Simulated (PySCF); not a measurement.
# How methods differ on the ionisation energy of Ga

Ga [Ar] 3d10 4s2 4p1 (2P) → Ga+ [Ar] 3d10 4s2 (1S), as a difference of total energies. Computed with PySCF 2.14 in def2-TZVPPD (7s5p5d1f, 54 functions), with no relativity, point nucleus. Correlated levels: valence and next inner shell: [Ne] frozen. The calculations carry no spin-orbit coupling.

Question: Order these methods by the ionisation energy they give, lowest first.
A. CCSD(T) (valence and next inner shell)
B. SCS-MP2 (valence and next inner shell)
C. UHF
D. CCSD (valence and next inner shell)

Answer: C (5.548 eV), B (5.788 eV), D (5.868 eV), A (5.895 eV).

These non-relativistic numbers lack the scalar-relativistic shift.

Errors of the correlated levels include the incompleteness of this basis and the frozen core.

For comparison: 5.931 eV (measured; NIST levels, between the centres of gravity of the two terms).
